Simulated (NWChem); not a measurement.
System: C2H7BO2; SMILES C(B(O)O)C

The following NWChem deck was run.

```
start job
memory heap 200 mb stack 900 mb global 1100 mb
geometry units angstroms noautoz
  B      0.003800     0.595595    -0.009523
  C     -0.766359    -0.784763    -0.054400
  C      0.108408    -2.028324     0.046587
  H     -1.352445    -0.805980    -0.993586
  H     -1.530478    -0.784671     0.745980
  H      0.665670    -2.047629     0.995667
  H      0.857291    -2.052925    -0.759341
  H     -0.481199    -2.956461    -0.013572
  O      1.362800     0.612105    -0.019661
  H      1.701336     1.514527     0.002305
  O     -0.638022     1.805527     0.030203
  H     -1.595331     1.723175     0.037543
end
basis spherical
  * library 6-31g*
end
dft
  xc m06-2x
  iterations 150
  mulliken
end
task dft energy
```

Output (shortened):

```
             Northwest Computational Chemistry Package (NWChem) 7.3.0
             --------------------------------------------------------

 C1  symmetry detected

                             Geometry "geometry" -> ""
                             -------------------------

 Output coordinates in angstroms (scale by  1.889725989 to convert to a.u.)

  No.       Tag          Charge          X              Y              Z
 ---- ---------------- ---------- -------------- -------------- --------------
    1 B                    5.0000     0.00193452     0.59483914    -0.00895681
    2 C                    6.0000    -0.77167411    -0.78353038    -0.05558514
    3 C                    6.0000     0.09995093    -2.02939698     0.04414367
    4 H                    1.0000    -1.35761734    -0.80219317    -0.99491444
    5 H                    1.0000    -1.53595589    -0.78244620     0.74463870
    6 H                    1.0000     0.65696660    -2.05119518     0.99331428
    7 H                    1.0000     0.84893645    -2.05494546    -0.76165958
    8 H                    1.0000    -0.49196914    -2.95598237    -0.01720751
    9 O                    8.0000     1.36097372     0.60795267    -0.01879878
   10 H                    1.0000     1.70176699     1.50949688     0.00427856
   11 O                    8.0000    -0.63685966     1.80633023     0.03203592
   12 H                    1.0000    -1.59437365     1.72637081     0.03908570

 Effective nuclear repulsion energy (a.u.)     170.5305259149

                                 NWChem DFT Module
                                 -----------------

 Summary of "ao basis" -> "ao basis" (spherical)
 ------------------------------------------------------------------------------
       Tag                 Description            Shells   Functions and Types
 ---------------- ------------------------------  ------  ---------------------
 B                           6-31g*                  6       14   3s2p1d
 C                           6-31g*                  6       14   3s2p1d
 H                           6-31g*                  2        2   2s
 O                           6-31g*                  6       14   3s2p1d

            General Information
            -------------------
          SCF calculation type: DFT
          Wavefunction type:  closed shell.
          No. of atoms     :    12
          No. of electrons :    40
           Alpha electrons :    20
            Beta electrons :    20
          Charge           :     0
          Spin multiplicity:     1
          Use of symmetry is: off; symmetry adaption is: off
          Maximum number of iterations: 150
          AO basis - number of functions:    84
                     number of shells:    44
          Convergence on energy requested:  1.00D-06
          Convergence on density requested:  1.00D-05
          Convergence on gradient requested:  5.00D-04

              XC Information
              --------------
                       M06-2X Method XC Functional
                     Hartree-Fock (Exact) Exchange  0.540
                        M06-2X Exchange Functional  1.000
                      M06-2X Correlation Potential  1.000

             Grid Information
             ----------------
          Grid used for XC integration:  medium
          Radial quadrature: Mura-Knowles
          Angular quadrature: Lebedev.
          Tag              B.-S. Rad. Rad. Pts. Rad. Cut. Ang. Pts.
          ---              ---------- --------- --------- ---------
          B                   0.85       49          10.0       434
          C                   0.70       49          10.0       434
          H                   0.35       45          12.0       434
          O                   0.60       49          11.0       434
          Grid pruning is: on
          Number of quadrature shells:   560
          Spatial weights used:  Erf1

      Superposition of Atomic Density Guess
      -------------------------------------

 Sum of atomic energies:        -252.84292903

      Non-variational initial energy
      ------------------------------

 Total energy =    -255.482113
 1-e energy   =    -681.070444
 2-e energy   =     255.057806
 HOMO         =      -0.363814
 LUMO         =       0.107428

     ---------------------------------------------
      Total Density - Mulliken Population Analysis
     ---------------------------------------------

    Atom       Charge   Shell Charges
 -----------   ------   -------------------------------------------------------
    1 B    5     4.11   2.00  0.54  1.04  0.26  0.14  0.13
    2 C    6     6.67   2.00  0.71  2.04  0.65  1.24  0.03
    3 C    6     6.67   2.00  0.71  2.03  0.68  1.22  0.03
    4 H    1     0.76   0.46  0.30
    5 H    1     0.76   0.46  0.30
    6 H    1     0.78   0.47  0.31
    7 H    1     0.78   0.47  0.31
    8 H    1     0.78   0.47  0.31
    9 O    8     8.88   2.00  0.93  3.13  0.89  1.92  0.01
   10 H    1     0.46   0.35  0.11
   11 O    8     8.90   2.00  0.93  3.13  0.89  1.93  0.01
   12 H    1     0.46   0.36  0.10

   convergence    iter        energy       DeltaE   RMS-Dens  Diis-err
 ---------------- ----- ----------------- --------- --------- ---------
 d= 0,ls=0.0,diis     1   -255.6284581114 -4.26D+02  1.04D-02  7.26D-01
 d= 0,ls=0.0,diis     2   -255.6632682048 -3.48D-02  4.60D-03  5.95D-01
 d= 0,ls=0.0,diis     3   -255.7149736757 -5.17D-02  7.02D-04  1.11D-02
 d= 0,ls=0.0,diis     4   -255.7160740858 -1.10D-03  1.96D-04  5.31D-04
 d= 0,ls=0.0,diis     5   -255.7161307140 -5.66D-05  6.72D-05  6.61D-05
  Resetting Diis
 d= 0,ls=0.0,diis     6   -255.7161389814 -8.27D-06  1.65D-05  2.73D-06
 d= 0,ls=0.0,diis     7   -255.7161392731 -2.92D-07  9.76D-06  6.22D-07

[...]
```

Level: M06-2X/6-31G* (spherical d). All runs use the structure optimised with PBE0/def2-SVP.
